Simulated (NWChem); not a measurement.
System: CHCl$_{2}$F; SMILES FC(Cl)Cl

The following NWChem deck was run.

```
start job
memory heap 200 mb stack 900 mb global 1100 mb
geometry units angstroms noautoz
  F      1.586569    -0.177455     0.000000
  C      0.386236     0.401404     0.000000
  Cl    -0.495082    -0.058783    -1.459975
  Cl    -0.495082    -0.058783     1.459975
  H      0.497199     1.493874     0.000000
end
basis spherical
  * library 6-31+g*
end
dft
  xc b3lyp
  iterations 150
  mulliken
end
task dft energy
```

Structure relaxed at the PBE0/def2-SVP level.

**Question.** What results follow from this input? (B3LYP/6-31+G* (spherical d).) Quantities: basis functions; energy (Ha); highest occupied level (eV); orbital gap (eV); dipole (D).

**Answer.** 
```json
{
  "number_of_basis_functions": "82",
  "energy (Ha)": "-1058.93",
  "highest occupied level (eV)": "-8.96",
  "orbital gap (eV)": "8.05",
  "dipole (D)": "1.37"
}
```
